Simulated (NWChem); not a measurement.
System: C$_{3}$H$_{4}$F$_{2}$; SMILES CC=C(F)F

Input file for NWChem:

```
start job
memory heap 200 mb stack 900 mb global 1100 mb
geometry units angstroms noautosym nocenter noautoz
  C      0.016131     2.003406     0.000000
  C     -0.683292     0.675010     0.000000
  C     -0.057254    -0.492876     0.000000
  F      1.263722    -0.655168     0.000000
  F     -0.659808    -1.677769     0.000000
  H     -0.259460     2.594856    -0.882419
  H      1.102509     1.881596     0.000000
  H     -0.259460     2.594856     0.882419
  H     -1.767788     0.640315     0.000000
end
basis spherical
  * library pcsseg-1
end
dft
  xc pbe0
  iterations 150
end
property
  shielding 8 1 2 3 4 5 6 7 9
end
task dft property
```

Output (shortened):

```
             Northwest Computational Chemistry Package (NWChem) 7.3.0
             --------------------------------------------------------

                             Geometry "geometry" -> ""
                             -------------------------

 Output coordinates in angstroms (scale by  1.889725989 to convert to a.u.)

  No.       Tag          Charge          X              Y              Z
 ---- ---------------- ---------- -------------- -------------- --------------
    1 C                    6.0000     0.01613100     2.00340600     0.00000000
    2 C                    6.0000    -0.68329200     0.67501000     0.00000000
    3 C                    6.0000    -0.05725400    -0.49287600     0.00000000
    4 F                    9.0000     1.26372200    -0.65516800     0.00000000
    5 F                    9.0000    -0.65980800    -1.67776900     0.00000000
    6 H                    1.0000    -0.25946000     2.59485600    -0.88241900
    7 H                    1.0000     1.10250900     1.88159600     0.00000000
    8 H                    1.0000    -0.25946000     2.59485600     0.88241900
    9 H                    1.0000    -1.76778800     0.64031500     0.00000000

 Effective nuclear repulsion energy (a.u.)     173.7317247001

                              NWChem Property Module
                              ----------------------

  itol2e modified to match energy
  convergence criterion.

                                 NWChem DFT Module
                                 -----------------

 Summary of "ao basis" -> "ao basis" (spherical)
 ------------------------------------------------------------------------------
       Tag                 Description            Shells   Functions and Types
 ---------------- ------------------------------  ------  ---------------------
 C                          pcsseg-1                 7       17   3s3p1d
 F                          pcsseg-1                 7       17   3s3p1d
 H                          pcsseg-1                 3        5   2s1p

  itol2e modified to match energy
  convergence criterion.

[...]

          -----------------------------------------
          Chemical Shielding Tensors (GIAO, in ppm)
          -----------------------------------------

                                NWChem CPHF Module
                                ------------------

  scftype          =     RHF
  nclosed          =       20
  nopen            =        0
  variables        =     1700
  # of vectors     =        3
  tolerance        = 0.10D-03
  level shift      = 0.00D+00
  max iterations   =       50
  max subspace     =       30

 SCF residual:    1.7450870591590958E-004

Iterative solution of linear equations
  No. of variables     1700
  No. of equations        3
  Maximum subspace       30
        Iterations       50
       Convergence  1.0D-04

   iter   nsub   residual    time
   ----  ------  --------  ---------
     1      3    4.40D-01      59.7
     2      6    1.79D-02      64.4
     3      9    2.19D-03      69.1
     4     12    9.38D-05      73.7

      Atom:    1  C
        Diamagnetic
    244.5732      6.8204      0.0000
      6.8204    257.4502      0.0000
      0.0000      0.0000    241.4661

        Paramagnetic
    -76.6464      2.7316     -0.0000
      2.7316    -77.3066      0.0000
     -0.0000      0.0000    -64.5858

        Total Shielding Tensor
    167.9268      9.5520      0.0000
      9.5520    180.1436      0.0000
      0.0000      0.0000    176.8803

           isotropic =     174.9836
          anisotropy =      15.5846

          Principal Components and Axis System
                 1           2           3
              185.3733    176.8803    162.6971

      1         0.4802     -0.0000      0.8771
      2         0.8771     -0.0000     -0.4802
      3         0.0000      1.0000      0.0000

      Atom:    2  C
        Diamagnetic
    257.4584     -0.8062      0.0000
     -0.8062    274.6222     -0.0000
      0.0000     -0.0000    240.7671

        Paramagnetic
   -204.0901    -26.7808      0.0000
    -26.7808   -170.2203      0.0000
      0.0000      0.0000    -81.0502

        Total Shielding Tensor
     53.3684    -27.5869      0.0000
    -27.5869    104.4019     -0.0000
      0.0000     -0.0000    159.7169

           isotropic =     105.8291
          anisotropy =      80.8318

          Principal Components and Axis System
                 1           2           3
              159.7169    116.4637     41.3066

      1         0.0000     -0.4006      0.9162
      2        -0.0000      0.9162      0.4006
      3         1.0000      0.0000     -0.0000

      Atom:    3  C
        Diamagnetic
    258.6368     -1.4276      0.0000
     -1.4276    262.0219     -0.0000
      0.0000     -0.0000    227.5627

        Paramagnetic
   -298.3432    -66.5078     -0.0000
    -66.5078   -219.8328      0.0000
     -0.0000      0.0000   -182.8924

        Total Shielding Tensor
    -39.7064    -67.9354     -0.0000
    -67.9354     42.1891      0.0000
     -0.0000      0.0000     44.6704

           isotropic =      15.7177
          anisotropy =      97.2680

          Principal Components and Axis System
                 1           2           3
               80.5630    -78.0803     44.6704

      1        -0.4918      0.8707      0.0000
      2         0.8707      0.4918     -0.0000
      3         0.0000      0.0000      1.0000

      Atom:    4  F
        Diamagnetic
    490.7565     -1.4017      0.0000
     -1.4017    466.1952      0.0000
      0.0000      0.0000    463.9793

        Paramagnetic
   -187.0891    -19.7419      0.0000
    -19.7419   -251.6614     -0.0000
      0.0000     -0.0000   -195.7504

[...]
```

Level: PBE0/pcSseg-1, GIAO. Coordinates come from a B3LYP/6-31G* (spherical d) optimisation. The output numbers the shielded atoms by their place in the input's list. The printed shielding anisotropy is the first printed principal value minus the mean of the other two.
